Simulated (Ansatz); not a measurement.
Frontier orbitals of `CC(C)[SiH2]O`.

Cartesian coordinates in Å:
```
C 0.270 1.609 -0.124
C 0.542 0.166 0.290
C -0.299 -0.235 1.500
Si 0.286 -1.023 -1.138
O -1.277 -1.023 -1.678
H -0.769 1.736 -0.443
H 0.444 2.297 0.710
H 0.909 1.924 -0.954
H 1.604 0.071 0.560
H -1.368 -0.165 1.275
H -0.093 -1.259 1.825
H -0.109 0.427 2.350
H 0.675 -2.397 -0.699
H 1.106 -0.614 -2.307
H -1.921 -1.514 -1.167
```

Total charge 0; spin multiplicity 1. The geometry is a stationary point of PBE0-D4/def2-TZVP. It is one conformer, not always the lowest. Basis def2-TZVPP, Ansatz.

Orbital energies of one run (eV). Highest occupied ones, from the top: -7.37, -8.51, -9.14, -9.31, -9.40, -10.08, -10.47, -11.15, -11.45, -12.38, -12.71, -14.92, -16.27, -18.85. Empty: -0.07, 0.89, 1.59, 1.69, 1.88, 2.22.

(1) Which functional gave them?
A. HSE06 (plane-wave form)
B. PBE
C. BLYP
D. ωB97M-V

Results:

(1) A. HOMO energies: HSE06 -7.37, BLYP -6.37, ωB97M-V -10.01, PBE -6.45 eV.
